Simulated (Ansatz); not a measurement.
A single point on C$_{3}$H$_{7}$AlSi (`CC1=C[SiH]1[AlH2]`).

```yaml
crystal:
  periodic: [false, false, false]
  atoms:
    - {symbol: C, position_ang: [-1.543044, 0.884980, 1.199743]}
    - {symbol: C, position_ang: [-0.201283, 0.521300, 0.702098]}
    - {symbol: C, position_ang: [0.971066, 0.119899, 1.143705]}
    - {symbol: Si, position_ang: [1.008846, 0.317086, -0.683118]}
    - {symbol: Al, position_ang: [0.868674, -1.654961, -2.092032]}
    - {symbol: H, position_ang: [-1.614732, 0.783415, 2.286108]}
    - {symbol: H, position_ang: [-1.782230, 1.916329, 0.927132]}
    - {symbol: H, position_ang: [-2.305492, 0.253029, 0.736175]}
    - {symbol: H, position_ang: [1.435967, -0.113671, 2.093809]}
    - {symbol: H, position_ang: [1.637551, 1.565289, -1.213107]}
    - {symbol: H, position_ang: [0.185361, -2.954248, -1.481635]}
    - {symbol: H, position_ang: [1.416313, -1.693649, -3.584978]}
basis:
  gaussian: {orbitals: def2-TZVPP}
hamiltonian: {xc: pbe}
correlation: {method: rpa}
```

```sh
$ ansatz run in.yaml --threads 4 --pin off --events-out ev --progress --plain --max-ram 10444MiB
```

Shortened log:

```
Functional definition: PBE
1603 factors; integrals over basis functions are off by at most 1.1e-3 eV
mean field evaluation 1: about -17669.9261 eV, gradient 8.0e1 eV
mean field evaluation 2: about -17669.9100 eV, gradient 8.0e1 eV
mean field evaluation 4: about -17682.8267 eV, gradient 3.3e1 eV
mean field evaluation 8: about -17686.7419 eV, gradient 1.4e0 eV
mean field evaluation 16: about -17686.7459 eV, gradient 1.3e-4 eV
mean field -17686.74593409 eV, -649.9759245708 hartree, gradient 2.6e-6 eV, S^2 0.000000; 0 other end points of the search recorded, 0 dependent functions left out
13 core orbitals not correlated: weight in the atoms' cores, before any rotation towards them, 1.000 or more for the frozen orbitals, at most 0.000 for the correlated occupied ones
reference -17645.12093649 eV, -648.4462341234 hartree; 13, 13 occupied and 249, 249 virtual orbitals, 1603 factors
Total energy: -17677.81024513 eV, -649.6475440584 hartree
```

Run time 3.5 s (4 threads of an Intel Xeon 6975P-C on a shared host); peak host memory 0.77 GiB.
